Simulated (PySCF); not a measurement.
Predicted microwave data (PySCF 2.14.0, PBE0-D3(BJ)/def2-SVP geometry optimisation, gas phase) for one isomer of C6H11As:

* Rotational constants: A = 4161, B = 785.9, C = 741.2 MHz
* Dipole components: |μa| = 0.65 D, |μb| = 0.04 D, |μc| = 0.92 D
* Inertial defect: -82.68 u·Å²
* κ: -0.97

Question: Which candidate fits, each taken in the one conformer that was computed?
A. `[CH:1]#[C:2][CH2:3][CH2:4][As:5]([CH3:6])[CH3:7]` with C2–C3–C4–As5 178°, C3–C4–As5–C6 174°
B. `[CH2:1]=[CH:2][C:3](=[CH2:4])[CH2:5][AsH:6][CH3:7]` with C1–C2–C3–C4 180°, C2–C3–C5–As6 74°, C3–C5–As6–C7 66°
C. `[CH:1]#[C:2][CH2:3][AsH:4][CH2:5][CH2:6][CH3:7]` with C2–C3–As4–C5 40°, C3–As4–C5–C6 71°, As4–C5–C6–C7 177°
D. `[CH:1]#[C:2][CH2:3][As:4]([CH3:5])[CH2:6][CH3:7]` with C2–C3–As4–C5 166°, C3–As4–C6–C7 175°

Answer: A. It is C#CCC[As](C)C, a near-prolate asymmetric top, point group C1. The candidates at the same level (rigid rotor, commonest isotopes):

```
         SMILES  A (MHz)  B (MHz)  C (MHz)  μa (D)  μb (D)  μc (D)  Δ (u·Å²)  point group                        rotor
C=CC(=C)C[AsH]C     2585     1226    962.0    0.10    0.81    0.21    -82.53           C1               asymmetric top
  C#CC[As](C)CC     2559     1281    975.7    0.88    0.10    1.06    -74.12           C1               asymmetric top
  C#CCC[As](C)C     4161    785.9    741.2    0.65    0.04    0.92    -82.68           C1  near-prolate asymmetric top
   C#CC[AsH]CCC     1793     1342    857.0    0.55    0.25    0.01    -68.71           C1               asymmetric top
```

`C=CC(=C)C[AsH]C` has B 56 % too high; `C#CC[AsH]CCC` has B 71 % too high; `C#CC[As](C)CC` has B 63 % too high. No structure here is proved a minimum.
